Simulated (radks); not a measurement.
Ionisation of the europium ion Eu2+, [Xe] 4f7, to [Xe] 4f6 as the strength of local exchange is varied. Method: Dirac Kohn-Sham, Slater X-alpha exchange (alpha = 2/3 is LDA exchange), no correlation, spin-unpolarised, spherical densities, finite nucleus; open shells fill j = l - 1/2 first; Fermi nuclear charge, rms radius 5.1115 fm; computed with a radial shooting solver on a logarithmic mesh with Libxc functionals.

alpha,E(Eu2+) (hartree),exchange (hartree),IE (eV),-e of the level emptied (eV),<r> of it (bohr)
0.603,-10815.3749,-206.8562,20.876,13.031 (4f7/2),0.9967
0.65,-10831.5107,-223.3311,22.061,14.028 (4f7/2),0.9796
0.652,-10832.1979,-224.0333,22.112,14.072 (4f7/2),0.9789
0.667,-10837.3533,-229.3024,22.498,14.400 (4f7/2),0.9738
0.732,-10859.7234,-252.1932,24.211,15.873 (4f7/2),0.9529
0.917,-10923.6557,-317.8599,29.433,20.473 (4f7/2),0.9030
0.926,-10926.7758,-321.0739,29.699,20.711 (4f7/2),0.9009
0.939,-10931.2843,-325.7195,30.086,21.057 (4f7/2),0.8978

NIST Atomic Spectra Database: 24.84 eV (semi-empirical). The Delta-SCF value meets it near alpha = 0.75. Spin polarisation and multiplet splitting are left out, so open shells lie too high by an amount that depends on their filling.

Beside tabulated values, note that spin-unpolarised runs miss the spin-polarisation part of the exchange energy of open shells.
